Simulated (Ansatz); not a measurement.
Consider the ligand exchange at the Si–O bond: `[NH2][Ge][O][SiH3]` + `[AlH2][NH][SiH3]` → `[AlH2][N]([SiH3])[SiH3]` + `[NH2][Ge][OH]`.

Isolated molecules relaxed with PBE0-D4/def2-TZVP in Ansatz; ΔE leaves out vibrations. CCSD(T)/CBS adds triple-zeta CCSD(T) − MP2 to the extrapolated MP2 energy (def2 sets, frozen cores). DFT in def2-TZVPP. HSE06 is defined as in plane-wave codes. For Ge outer-core shells are correlated without core-valence functions, which leaves a few kJ/mol of doubt a bond. Scalar relativity is left out up to krypton. Each species was taken in one conformer, which may not be the lowest.

| level | ΔE (kcal/mol) | difference from CCSD(T)/CBS |
| --- | --- | --- |
| PBE-D4 | 11.0 | -1.5 |
| revPBE-D4 | 10.4 | -2.1 |
| r2SCAN-D4 | 12.8 | 0.3 |
| ωB97X-V | 12.7 | 0.2 |
| PBE-QIDH | 12.5 | 0.0 |
| revPBE | 12.7 | 0.2 |
| BLYP | 15.1 | 2.6 |
| HSE06 | 12.4 | -0.1 |
| BHLYP | 15.6 | 3.1 |
| MP2/def2-SVP | 13.4 | 0.9 |
| CCSD/def2-SVP | 13.6 | 1.1 |
| CCSD(T)/def2-SVP | 13.2 | 0.7 |
| SCS-MP2/def2-TZVPP | 13.6 | 1.1 |
| CCSD/def2-TZVPP | 13.4 | 0.9 |
| CCSD(T)/def2-TZVPP | 12.8 | 0.3 |
| MP2/CBS(def2) | 12.4 | -0.1 |
| CCSD(T)/CBS | 12.5 | 0 |

Largest T1 diagnostic among the species: 0.014.

In def2-TZVPP, CCSD(T) changes the Hartree–Fock value by −4.5 kcal/mol (the triples alone add −0.6 kcal/mol) and MP2 by −4.5 kcal/mol. Leaving LDA and LC-ωPBE aside and taking each functional with its dispersion term where it has one, the values, not all of them listed here, spread over 4.0 kcal/mol, from revPBE-D4 to B2PLYP. LDA lies −1.2 kcal/mol from PBE without D4. The D4 term adds −1.7 kcal/mol with B3LYP and −0.9 kcal/mol with PBE0; it sums over pairs of atoms, weighted by their polarisabilities, and B3LYP, whose exchange is more repulsive, gets the larger term.

B3LYP here is the variant with VWN-RPA as its local correlation; programs differ in this.
